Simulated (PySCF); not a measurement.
## Mg⁺: excitation energy

Mg⁺ [Ne] 3s1 (2S) → Mg⁺ [Ne] 3p1 (2P), as a difference of total energies. All numbers are calculated (PySCF 2.14, no relativity, point nucleus, in aug-cc-pVDZ (5s4p2d, 27 functions)). The calculations carry no spin-orbit coupling.

Question: Order these methods by the excitation energy they give, lowest first.
A. BP86
B. UHF
C. LDA
D. PBE

Answer: A (32039 cm⁻¹), D (32434 cm⁻¹), C (33694 cm⁻¹), B (34543 cm⁻¹).

For comparison: 35730 cm⁻¹ (measured; NIST levels, between the centres of gravity of the two terms).
